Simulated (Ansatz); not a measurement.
Calculated with Ansatz (gas phase, PBE0-D4/def2-TZVP geometries, no zero-point term in ΔE). CCSD(T)/CBS is the MP2 limit (def2-TZVPP, def2-QZVPP) plus CCSD(T) − MP2 in def2-TZVPP, frozen cores. This one scheme is used for every species. DFT in def2-TZVPP. Each species was taken in one conformer, which may not be the lowest.

Reaction (ligand exchange at the Si–C bond): `C=C(Cl)[SiH2]S` + `OCS` → `SCO[SiH2]S` + `C=CCl`

`C=C(Cl)[SiH2]S`:

Cartesian coordinates in Å:
```
C 1.596 -0.334 -0.710
C 0.284 -0.519 -0.638
Cl -0.440 -1.965 -1.270
Si -0.894 0.715 0.123
S -1.964 -0.095 1.778
H 2.265 -1.060 -1.160
H 2.032 0.575 -0.310
H -0.073 1.888 0.516
H -1.944 1.092 -0.851
H -0.863 -0.296 2.522
```

`OCS`:

```xyz
7

O     0.332   -1.141   -0.365
C     0.244    0.242   -0.130
S    -0.407    0.562    1.509
H     0.646   -1.273   -1.265
H     1.230    0.724   -0.133
H    -0.387    0.740   -0.873
H    -1.658    0.145    1.257
```

`SCO[SiH2]S`:

Cartesian coordinates in Å:
```
S -1.721 1.127 -1.235
C -1.351 0.459 0.403
O -0.661 -0.761 0.388
Si 0.964 -0.910 0.562
S 2.096 0.203 -0.865
H -0.481 1.574 -1.491
H -2.325 0.293 0.866
H -0.818 1.218 0.983
H 1.419 -0.339 1.855
H 1.219 -2.360 0.456
H 1.660 -0.503 -1.922
```

`C=CCl`:

Z-matrix (Å, degrees):
```
C
C 1 1.320
H 1 1.083 2 119.4
H 1 1.083 2 122.2 3 180.0
Cl 2 1.721 1 123.5 3 -180.0
H 2 1.083 1 123.6 3 -0.0
```

(1) Is it downhill or uphill in electronic energy at CCSD(T)/CBS, and by how much? (Estimate.)

(2) What do these levels give: PBE-D4, r2SCAN-D4, PBE0-D4, B2PLYP, HF/def2-TZVPP, SCS-MP2/def2-TZVPP, CCSD/def2-TZVPP, CCSD(T)/def2-TZVPP, HF/def2-QZVPP, SCS-MP2/def2-QZVPP, MP2/CBS(def2), CCSD/CBS(def2)? (An estimate is asked.)

Largest T1 diagnostic among the species: 0.012.

Results:

(1) Ansatz gave: Downhill: ΔE = -24.2 kcal/mol.

(2) The calculation gave: PBE-D4 -22.6, r2SCAN-D4 -24.7, PBE0-D4 -23.1, B2PLYP -25.1, HF/def2-TZVPP -26.8, SCS-MP2/def2-TZVPP -24.9, CCSD/def2-TZVPP -24.8, CCSD(T)/def2-TZVPP -24.4, HF/def2-QZVPP -26.9, SCS-MP2/def2-QZVPP -24.8, MP2/CBS(def2) -24.2, CCSD/CBS(def2) -24.5 kcal/mol.

In def2-TZVPP, CCSD(T) changes the Hartree–Fock value by +2.3 kcal/mol (the triples alone add +0.3 kcal/mol) and MP2 by +2.3 kcal/mol.
